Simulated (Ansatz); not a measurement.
Consider the substitution at a C–C bond: `C=C(F)/C=C/F` + `O[SiH3]` → `C=C(F)O[SiH3]` + `C=CF`.

Program: Ansatz. Geometries: PBE0-D4/def2-TZVP. ΔE: electronic, gas phase. CBS: MP2 limit from def2 TZ/QZ plus the TZ coupled-cluster correction, frozen cores. Functionals use def2-TZVPP. B3LYP here is the variant with VWN-RPA as its local correlation; programs differ in this. Each species was taken in one conformer, which may not be the lowest.

(1) Is it downhill or uphill in electronic energy at CCSD(T)/CBS, and by how much? (Estimate.)

(2) What do these levels give: PBE-D4, r2SCAN-D4, ωB97M-V, PBE, r2SCAN, B3LYP, HF/def2-TZVPP, SCS-MP2/def2-TZVPP, HF/def2-QZVPP, MP2/def2-QZVPP, SCS-MP2/def2-QZVPP, HF/CBS(def2)? (An estimate is asked.)

Largest T1 diagnostic among the species: 0.012.

Answers

(1) Ansatz gave: Uphill: ΔE = +38.4 kJ/mol.

(2) Ansatz gave: PBE-D4 36.5, r2SCAN-D4 35.4, ωB97M-V 29.6, PBE 36.7, r2SCAN 35.5, B3LYP 33.6, HF/def2-TZVPP 25.2, SCS-MP2/def2-TZVPP 37.0, HF/def2-QZVPP 25.3, MP2/def2-QZVPP 42.1, SCS-MP2/def2-QZVPP 38.7, HF/CBS(def2) 25.4 kJ/mol.

In def2-TZVPP, CCSD(T) changes the Hartree–Fock value by +10.4 kJ/mol (the triples alone add +1.7 kJ/mol) and MP2 by +15.3 kJ/mol.
